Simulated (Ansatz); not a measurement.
C3H5BrSi (`C=C1[SiH2]C1Br`). Charge 0, multiplicity 1.

```xyz
10

C     1.1371   -0.3760    1.3015
C     0.2387   -0.2768    0.3387
Si   -1.4625   -0.1953   -0.3126
C     0.1843    0.3351   -1.0218
Br    0.7741    2.1575   -1.2563
H     0.8966   -0.8310    2.2561
H     2.1467    0.0080    1.1742
H    -2.1365   -1.3749   -0.8990
H    -2.3716    0.8258    0.2455
H     0.5931   -0.2725   -1.8263
```

Question: What are the harmonic wavenumbers in cm⁻¹ at PBE0-D4/def2-TZVP (Ansatz, finite differences of forces, unscaled)? (Best estimate.)

Answer: Ansatz gave: 95, 155, 230, 358, 437, 530, 633, 659, 670, 713, 766, 896, 958, 972, 982, 1107, 1164, 1443, 1750, 2252, 2282, 3133, 3141, 3225.

Question: Is this a minimum?

Answer: Yes, all 24 modes are real.

Question: Give the ideal-gas thermochemistry at 298.15 K and 1 bar (rigid rotor, harmonic oscillator; point group C1, symmetry number 1).

Answer: Zero-point energy 170.8 kJ/mol; H(298) − E = 190.0 kJ/mol; entropy 342.6 J/(mol·K), of which translation 171.3, rotation 117.7, vibration 53.6; G(298) − E = 87.9 kJ/mol. Modes under 100 cm⁻¹ are hindered rotations or soft bends, so the harmonic entropy is rough.

Question: And at 400, 500, 600, 800 and 1000 K?

Answer: 
```tsv
T (K)	H − E (kJ/mol)	S (J/mol/K)	G − E (kJ/mol)
400	201.6	375.8	51.2
500	214.8	405.3	12.2
600	229.5	432.1	-29.7
800	262.3	479.1	-121.0
1000	298.2	519.2	-220.9
```
